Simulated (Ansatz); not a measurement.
Basis-set series for C$_{6}$H$_{17}$NSi, SMILES `CC[Si](N)(CC)CC`. Total charge 0; spin multiplicity 1. The geometry is a stationary point of PBE0-D4/def2-TZVP. It is one conformer, not always the lowest.

| functional | basis | functions | energy (Eh) | HOMO (eV) | LUMO (eV) |
| --- | --- | --- | --- | --- | --- |
| PBE0-D4 | def2-TZVPP | 497 | -582.84016 | -6.82 | 0.79 |
| PBE0-D4 | def2-QZVPP | 979 | -582.86739 | -6.85 | 0.41 |
| ωB97M-V | def2-TZVPP | 497 | -583.11713 | -9.14 | 2.16 |
| ωB97M-V | def2-QZVPP | 979 | -583.14320 | -9.16 | 1.55 |

Q: Give the rows for def2-SVP. (An estimate is asked.)

A: The calculation gave: 
```
functional     basis  functions  energy (Eh)  HOMO (eV)  LUMO (eV)
   PBE0-D4  def2-SVP        201   -582.40986      -6.63       1.38
   ωB97M-V  def2-SVP        201   -582.66622      -8.96       2.97
```

Positive LUMOs are unbound and depend on the basis.

All numbers were calculated with Ansatz.
